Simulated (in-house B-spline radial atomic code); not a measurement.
What moves the levels of Ce ([Xe] 4f1 5d1 6s2)? Method: Dirac-Hartree-Fock, average of the jj configuration, Fermi nucleus of rms radius 4.8739 fm. Calculated with a radial B-spline atomic code at the basis-set limit.

Baseline run (computed): total energy -8861.0872 hartree, 1s1/2 at -1494.916 hartree, 6s1/2 at -4.9486 eV with <r> = 4.659 bohr.

Changing the nucleus:

| nucleus | ΔE (eV) |
| --- | --- |
| Fermi nucleus of rms radius 4.8737 fm, A = 138 | -0.000845 |
| Fermi nucleus of rms radius 4.8771 fm, A = 140 | 0.0135 |
| Fermi nucleus of rms radius 4.9063 fm, A = 142 | 0.137 |
| Fermi nucleus of rms radius 4.9303 fm, A = 144 | 0.239 |
| Fermi nucleus of rms radius 4.959 fm, A = 146 | 0.362 |
| Fermi nucleus of rms radius 4.9893 fm, A = 148 | 0.492 |

A larger nucleus binds the electrons less, roughly as the density at the nucleus times the change of the nuclear <r²>. The reference is A = 136.
